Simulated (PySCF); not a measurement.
**Run times: iron in aug-cc-pVDZ**

Measured wall times of calculations with PySCF 2.14 in aug-cc-pVDZ (7s6p4d2f, 59 functions), with no relativity, point nucleus, run from one Python driver. Hardware: 1 thread of Intel(R) Xeon(R) Platinum 8375C CPU @ 2.90GHz on a shared host, 1.3 GiB allowed. The two-electron integrals over 59 functions were computed once and kept in memory (1 CPU seconds with the set-up); the times below exclude them. Kohn-Sham runs start from converged Hartree-Fock orbitals.

Launch command (the driver calls PySCF for each step listed in the task file):

```bash
OMP_NUM_THREADS=1 python atomrun2.py TASK.json OUT
```

| species | step | iterations | wall time (s) |
| --- | --- | --- | --- |
| Fe [Ar] 3d6 4s2 | UHF | 9 | 0.46 |
| Fe [Ar] 3d6 4s2 | MP2 (8 electrons) |  | 0.07 |
| Fe⁺ [Ar] 3d6 4s1 | UHF | 7 | 0.32 |
| Fe⁺ [Ar] 3d6 4s1 | MN15 | 7 | 2.1 |
| Fe⁺ [Ar] 3d6 4s1 | B3LYP | 6 | 1.2 |
| Fe⁺ [Ar] 3d6 4s1 | MP2 (7 electrons) |  | 0.07 |

Problem. Roughly how long does MN15 take for Fe [Ar] 3d6 4s2 here?

Solution. About 5 s.

Peak memory of the process: 0.25 GiB. Times on a shared host vary from run to run.
